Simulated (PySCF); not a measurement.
C₅H₁₁Te (SMILES C[CH][Te]C(C)C), doublet, at a GFN2-xTB geometry (all electrons, no relativity); CASCI(5,6)+NEVPT2/STO-3G run with PySCF.

PySCF was given this input:
```python
from pyscf import gto, scf, mcscf, mrpt
import numpy

mol = gto.M(
    atom='''
C     2.400556   -0.937351    0.967660
C     1.785522   -0.647978   -0.357114
Te    0.102072    0.533879   -0.625173
C    -1.048685   -0.306197    1.044109
C    -1.275110   -1.788327    0.828706
C    -2.356602    0.450077    1.165222
H     1.654716   -0.993359    1.756831
H     3.135456   -0.174788    1.248087
H     2.931387   -1.890139    0.928211
H     2.475246   -0.601080   -1.187424
H    -0.459951   -0.150099    1.948464
H    -1.791909   -2.219894    1.686625
H    -1.886003   -1.955936   -0.056412
H    -0.329924   -2.310631    0.697849
H    -2.935187    0.068390    2.006514
H    -2.181766    1.512364    1.325970
H    -2.953916    0.332118    0.262782
''',
    basis='sto-3g',
    charge=0,
    spin=1,
    verbose=4,
)

mf = scf.ROHF(mol)
mf.kernel()
mc = mcscf.CASCI(mf, 6, 5)
mc.fix_spin_(ss=0.75)
mc.kernel()
occ = numpy.linalg.eigvalsh(mc.fcisolver.make_rdm1(mc.ci, mc.ncas, mc.nelecas))[::-1]
ss = mc.fcisolver.spin_square(mc.ci, mc.ncas, mc.nelecas)[0]
print('natural occupations', occ.round(4), ' <S^2>', round(ss, 4))
e2 = mrpt.NEVPT(mc).kernel()
print('E(NEVPT2) = %.10f' % (mc.e_tot + e2))
```

Problem. Write the output that PySCF gives for this input, abridged.

Solution. 
```
PySCF version 2.14.0

[INPUT] verbose = 4
[INPUT] num. atoms = 17
[INPUT] num. electrons = 93
[INPUT] charge = 0
[INPUT] spin (= nelec alpha-beta = 2S) = 1
[INPUT] symmetry False subgroup None
[INPUT] Mole.unit = angstrom
[INPUT] Symbol           X                Y                Z      unit          X                Y                Z       unit  Magmom
[...]
nuclear repulsion = 567.171307350576
number of shells = 37
number of NR pGTOs = 189
number of NR cGTOs = 63
basis = sto-3g
ecp = {}

******** <class 'pyscf.scf.rohf.ROHF'> ********
method = ROHF
initial guess = minao
damping factor = 0
level_shift factor = 0
DIIS = <class 'pyscf.scf.diis.CDIIS'>
diis_start_cycle = 1
diis_space = 8
diis_damp = 0
SCF conv_tol = 1e-09
SCF conv_tol_grad = None
SCF max_cycles = 50
direct_scf = True
direct_scf_tol = 1e-13
num. doubly occ = 46  num. singly occ = 1
Set gradient conv threshold to 3.16228e-05
init E= -6720.97602327728
[...]
cycle= 1 E= -6740.36411484105  delta_E= -19.4  |g|= 0.456  |ddm|= 3.46
[...]
cycle= 2 E= -6740.50388715407  delta_E= -0.14  |g|= 0.166  |ddm|= 1.06
[...]
cycle= 3 E= -6740.52677598861  delta_E= -0.0229  |g|= 0.0845  |ddm|= 0.432
[...]
cycle= 4 E= -6740.53107670699  delta_E= -0.0043  |g|= 0.0193  |ddm|= 0.141
[...]
cycle= 5 E= -6740.53144580237  delta_E= -0.000369  |g|= 0.00661  |ddm|= 0.0567
[...]
cycle= 6 E= -6740.53147397223  delta_E= -2.82e-05  |g|= 0.00161  |ddm|= 0.0148
[...]
cycle= 7 E= -6740.53147549349  delta_E= -1.52e-06  |g|= 0.000237  |ddm|= 0.00297
[...]
cycle= 8 E= -6740.53147553093  delta_E= -3.74e-08  |g|= 5.16e-05  |ddm|= 0.000479
[...]
cycle= 9 E= -6740.53147553288  delta_E= -1.95e-09  |g|= 1.25e-05  |ddm|= 0.000106
[...]
cycle= 10 E= -6740.53147553312  delta_E= -2.33e-10  |g|= 3.71e-06  |ddm|= 3.91e-05
[...]
Extra cycle  E= -6740.53147553309  delta_E= 2.27e-11  |g|= 2.09e-06  |ddm|= 1.39e-05
converged SCF energy = -6740.53147553309

******** <class 'pyscf.mcscf.casci.CASCI'> ********
CAS (3e+2e, 6o), ncore = 44, nvir = 13
natorb = False
canonicalization = True
sorting_mo_energy = False
******** <class 'pyscf.fci.addons.SpinPenaltyFCISolver'> ********
max. cycles = 200
conv_tol = 1e-08
davidson only = True
linear dependence = 1e-12
level shift = 0.001
max iter space = 12
nroots = 1
pspace_size = 400
spin = None
Density matrix diagonal elements [1.98532938e+00 1.99521279e+00 1.00025350e+00 1.48697393e-02
 4.30821740e-03 2.63750317e-05]
CASCI converged
CASCI E = -6740.53933876726  E(CI) = -4.19205819721537  S^2 = 0.7500000
natural occupations [1.9956 1.9854 1.0004 0.0148 0.0038 0.    ]  <S^2> 0.75

******** <class 'pyscf.mrpt.nevpt2.NEVPT'> ********
NEVPT2 (3e+2e, 6o), ncore = 44, nvir = 13
root = 0
Natural occ [1.99555212e+00 1.98538257e+00 1.00037025e+00 1.48288660e-02
 3.84101398e-03 2.51762812e-05]
Natural orbital (expansion on meta-Lowdin AOs) in CAS space
               #1        #2        #3        #4        #5
0 C 1s           0.00036  -0.00062  -0.00064  -0.00074   0.00069
0 C 2s          -0.02402   0.03620   0.02729   0.04483  -0.03063
0 C 2px          0.00708  -0.08599  -0.02979  -0.03503  -0.00798
0 C 2py         -0.05485   0.02924  -0.01366  -0.00192   0.00625
0 C 2pz          0.03758  -0.09529  -0.04864  -0.06476   0.12320
1 C 1s           0.00003   0.00053   0.00057   0.00129  -0.00592
1 C 2s          -0.02586  -0.07348  -0.20524  -0.09541   0.40000
1 C 2px          0.07748   0.17191   0.38772   0.08782  -0.36398
1 C 2py          0.17386  -0.05809   0.82930  -0.15666   0.32226
1 C 2pz          0.01446   0.07656   0.17205  -0.03401  -0.01169
2 Te 1s          0.00001   0.00047  -0.00000  -0.00012  -0.00026
2 Te 2s         -0.00004  -0.00173  -0.00003   0.00074   0.00169
2 Te 3s          0.00011   0.00437   0.00012  -0.00219  -0.00504
2 Te 4s         -0.00036  -0.01296   0.00026   0.00154   0.00282
2 Te 5s          0.00844   0.39611  -0.00485  -0.12979  -0.30283
2 Te 2px        -0.00062   0.00008  -0.00005  -0.00054   0.00034
[...]
2 Te 4dx2-y2    -0.00254   0.00342  -0.00985   0.00104  -0.01278
3 C 1s          -0.00006   0.00041  -0.00026  -0.00417  -0.00202
3 C 2s          -0.00113  -0.08171   0.02501   0.28631   0.12100
3 C 2px         -0.03370  -0.17231   0.02803   0.28587   0.08827
3 C 2py         -0.04394  -0.16732   0.02106   0.19777   0.09734
3 C 2pz         -0.02858   0.31435  -0.04656  -0.42377  -0.15686
4 C 1s          -0.00076  -0.00051   0.00012   0.00017  -0.00043
4 C 2s           0.04534   0.02859  -0.00451  -0.00527   0.02583
4 C 2px          0.02884   0.06042   0.01346   0.00824   0.01923
4 C 2py          0.07695   0.09918  -0.02710  -0.05134   0.00480
4 C 2pz         -0.01723  -0.05560  -0.00226  -0.04387  -0.01264
5 C 1s          -0.00003  -0.00002  -0.00006  -0.00034   0.00088
5 C 2s           0.00183  -0.00116   0.00378   0.02410  -0.05121
5 C 2px         -0.00374   0.04125   0.00174  -0.01446  -0.04667
5 C 2py         -0.01430   0.01072   0.00449   0.03812   0.06096
5 C 2pz         -0.01004  -0.04346   0.00309  -0.02802  -0.02533
6 H 1s           0.01059   0.02381   0.03341   0.01006  -0.09250
7 H 1s          -0.04576  -0.03630  -0.14225   0.01595  -0.00609
8 H 1s           0.05387  -0.05437   0.08722  -0.05467   0.10036
9 H 1s           0.03509  -0.01459   0.02855  -0.05317  -0.09709
10 H 1s         -0.07497   0.10635   0.00431  -0.04042   0.02396
11 H 1s         -0.05383  -0.13106   0.01391   0.09785   0.01678
12 H 1s         -0.00434   0.03976  -0.00531  -0.04521  -0.01576
13 H 1s          0.01426   0.03771  -0.00848  -0.05457  -0.02407
14 H 1s         -0.00150  -0.08824   0.00532   0.07349   0.08868
15 H 1s          0.00698   0.03202  -0.00439  -0.05033  -0.03488
16 H 1s         -0.00769   0.03874  -0.00221  -0.04747  -0.02406
               #6
0 C 1s           0.00136
0 C 2s          -0.08786
0 C 2px          0.13155
0 C 2py          0.00342
0 C 2pz         -0.11208
1 C 1s          -0.00057
1 C 2s           0.04060
1 C 2px          0.02843
1 C 2py          0.00397
1 C 2pz         -0.03776
2 Te 1s         -0.00000
2 Te 2s          0.00002
2 Te 3s         -0.00005
2 Te 4s         -0.00004
2 Te 5s         -0.00278
2 Te 2px        -0.00001
2 Te 2py        -0.00000
2 Te 2pz        -0.00001
2 Te 3px         0.00007
2 Te 3py         0.00004
2 Te 3pz         0.00007
2 Te 4px        -0.00012
2 Te 4py        -0.00005
2 Te 4pz        -0.00010
2 Te 5px         0.01209
2 Te 5py         0.00573
2 Te 5pz         0.01307
2 Te 3dxy        0.00004
2 Te 3dyz        0.00002
2 Te 3dz^2      -0.00012
2 Te 3dxz       -0.00002
2 Te 3dx2-y2     0.00005
2 Te 4dxy       -0.00080
2 Te 4dyz       -0.00048
2 Te 4dz^2       0.00262
2 Te 4dxz        0.00044
2 Te 4dx2-y2    -0.00102
3 C 1s           0.00064
3 C 2s          -0.03756
3 C 2px         -0.32766
3 C 2py         -0.11227
3 C 2pz         -0.27828
4 C 1s           0.00148
4 C 2s          -0.10536
4 C 2px         -0.26998
4 C 2py         -0.08039
4 C 2pz         -0.18671
5 C 1s           0.00138
5 C 2s          -0.09968
5 C 2px         -0.25876
5 C 2py         -0.10218
5 C 2pz         -0.19513
6 H 1s           0.18834
7 H 1s          -0.01048
8 H 1s          -0.01403
9 H 1s          -0.08195
10 H 1s          0.44372
11 H 1s          0.04877
12 H 1s         -0.26915
13 H 1s          0.24692
14 H 1s          0.03515
15 H 1s          0.24418
16 H 1s         -0.26936
<CAS-nat-orb|mo-hf>  45     46       0.99000058
<CAS-nat-orb|mo-hf>  46     45       0.99000003
<CAS-nat-orb|mo-hf>  47     47       0.99981543
<CAS-nat-orb|mo-hf>  48     48       0.98668898
<CAS-nat-orb|mo-hf>  49     49       0.98679756
<CAS-nat-orb|mo-hf>  50     50       0.99994227
Sr    (-1)',   E = -0.00073730438494
Si    (+1)',   E = -0.01288877419210
Sijrs (0)  ,   E = -0.17153647508102
Sijr  (+1) ,   E = -0.04605177511470
Srsi  (-1) ,   E = -0.00729416453699
Srs   (-2) ,   E = -0.00021190408675
Sij   (+2) ,   E = -0.01421959112474
Sir   (0)' ,   E = -0.01282958235808
Nevpt2 Energy = -0.265769570879324
E(NEVPT2) = -6740.8051083381
```
